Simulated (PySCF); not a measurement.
**SbF: mean field, correlation and small terms against distance**

State: ³Σ⁻, triplet, unpaired electrons π ↑↑. ROHF-based CCSD(T) in PySCF 2.14 with Sb cc-pwCVDZ-PP with ECP28, F aug-cc-pVDZ and Sb cc-pwCVTZ-PP with ECP28, F aug-cc-pVTZ (frozen core orbitals: 5; scalar-relativistic core potentials). Correlation energies are extrapolated as n⁻³ (n = 2, 3), Hartree–Fock as (n+1)·exp(−9√n). All energies in eV from Sb + F.

| R (Å) | HF/CBS | CCSD corr. | (T) | total |
| --- | --- | --- | --- | --- |
| 1.7071 | -1.676 | -1.567 | -0.1481 | -3.391 |
| 1.7847 | -2.119 | -1.589 | -0.1621 | -3.870 |
| 1.8623 | -2.292 | -1.613 | -0.1762 | -4.081 |
| 1.9399 | -2.282 | -1.638 | -0.1904 | -4.111 |
| 2.0175 | -2.152 | -1.662 | -0.2043 | -4.019 |
| 2.1145 | -1.884 | -1.690 | -0.2215 | -3.796 |
| 2.2115 | -1.549 | -1.714 | -0.2384 | -3.502 |

A fit to the total gives Re = 1.9159 Å, De = 4.117 eV, ωe = 611.4 cm⁻¹, Be = 0.2797 cm⁻¹ (masses 120.9038 and 18.9984 u).

Q: At R = 1.9399 Å the CCSD correlation energy is -0.559816 hartree in the smaller basis and -0.795227 in the larger. Extrapolate it.

A: (3³·E3 − 2³·E2)/(3³ − 2³) = -0.89435 hartree; the larger basis holds 88.9 % of it.

The T1 diagnostic is 0.018. The state was picked by a PBE0 search and need not be the measured ground state. Spin–orbit coupling, excitations beyond (T) and corrections to the Born–Oppenheimer picture are left out, and spin–orbit coupling matters for open p, d or f shells this heavy.
